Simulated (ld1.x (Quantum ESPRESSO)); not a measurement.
fluorine (F), TM: configuration errors across variants

```
Element                 : fluorine
Generator               : ld1.x (Quantum ESPRESSO) 7.5
Type                    : norm-conserving Troullier–Martins (Kleinman–Bylander form)
Functional              : Wu–Cohen
Relativity              : non-relativistic
Frozen core             : [He]
Valence charge          : 7
Reference configuration : 2s2 2p5
Partial waves           : 2s (bound): rc 0.70 bohr; 2p (bound): rc 1.75 bohr; 3d channel at 0.45 Ry: rc 1.90 bohr
Local potential         : all-electron potential smoothed inside 1.00 bohr (lloc = -1)
Core correction         : Bessel-smoothed model core inside 0.45 bohr
```

All-electron excitation energies from the reference (eV): (1) 2s2 2p4 19.385; (2) 2s2 2p3 57.773; (3) 2s2 2p2 118.413; (4) 2s1 2p5 38.256; (5) 2s2 2p4.5 7.539; (6) 2s1 2p6 18.593; (7) 2s2 2p1 204.201.

Errors AE − PS in meV (a dash: test not solved or not reliable):

```csv
change,(1),(2),(3),(4),(5),(6),(7),bound ghosts
base,+55,+470,+1847,-142,+8.1,+1.2,+5059,none
local potential all-electron potential smoothed inside 0.74 bohr (lloc = -1),+56,+477,+1867,-140,+8.3,+1.2,+5101,none
local potential all-electron potential smoothed inside 0.98 bohr (lloc = -1),+55,+471,+1850,-142,+8.1,+1.2,+5065,none
local potential all-electron potential smoothed inside 1.08 bohr (lloc = -1),+54,+466,+1834,-143,+7.9,+1.2,+5030,none
local potential all-electron potential smoothed inside 1.26 bohr (lloc = -1),+49,+437,+1749,-147,+6.9,+1.0,+4840,none
local potential all-electron potential smoothed inside 1.42 bohr (lloc = -1),+63,+546,+2142,-140,+9.4,+1.3,+5871,none
local potential all-electron potential smoothed inside 1.82 bohr (lloc = -1),+31,+379,+1682,-175,+2.7,+0.7,+4895,none
local potential all-electron potential smoothed inside 1.98 bohr (lloc = -1),+27,+359,+1639,-181,+1.6,+0.6,+4830,none
local potential all-electron potential smoothed inside 2.18 bohr (lloc = -1),+36,+394,+1705,-169,+3.9,+0.8,+4912,none
```

Give the same row for: local potential all-electron potential smoothed inside 1.66 bohr (lloc = -1).

+42, +427, +1788, -161, +5.1, +0.9, +5064; bound ghosts: none.
